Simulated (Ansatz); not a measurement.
A made-up structure of CH₃GaN (charge +1), closed shell:

```json
{"atom": "N1", "x (Å)": "-1.2892", "y (Å)": "-1.2446", "z (Å)": "-0.1640"}
{"atom": "C2", "x (Å)": "-0.4714", "y (Å)": "-0.4534", "z (Å)": "-0.0597"}
{"atom": "Ga3", "x (Å)": "1.0555", "y (Å)": "1.0192", "z (Å)": "0.1342"}
{"atom": "H4", "x (Å)": "-2.0102", "y (Å)": "-1.9437", "z (Å)": "-0.2557"}
{"atom": "H5", "x (Å)": "-0.2742", "y (Å)": "-0.6607", "z (Å)": "0.9609"}
{"atom": "H6", "x (Å)": "1.1093", "y (Å)": "1.3776", "z (Å)": "1.6250"}
```

It is relaxed with PBE-D4/def2-SVP and then PBE0-D4/def2-TZVP (Ansatz 0.2.0). Atoms count as bonded within 1.22 times the sum of their covalent radii (H–H: 0.88 Å). The end point is not checked to be a true minimum.

Task: Does its bonding change? (A judgement: the text doesn't fix the answer.)

Result: Computed: No: no bond forms or breaks.

Where it ends: The first stage lowers the energy by 2.34 eV in 18 steps. It ends as CH₃GaN ([NH][CH][GaH]), total charge +1:
N1  (-1.315, -1.334, -0.153)
C2  (-0.696, -0.848, 0.815)
Ga3  (0.597, 0.659, 0.613)
H4  (-1.169, -0.962, -1.091)
H5  (-0.846, -1.239, 1.823)
H6  (1.549, 1.818, 0.233)
(Å)

Labels in which every atom is bracketed show which atoms are joined, not bond orders.

For scale, one of the runs: PBE0-D4/def2-TZVP relaxation, 128 basis functions, launched by `ansatz run in.yaml --threads 2 --pin off --events-out ev --progress --plain --max-ram 4352MiB`. The run took about 19 s on 2 CPU threads of an Arm Neoverse V2 (shared host).
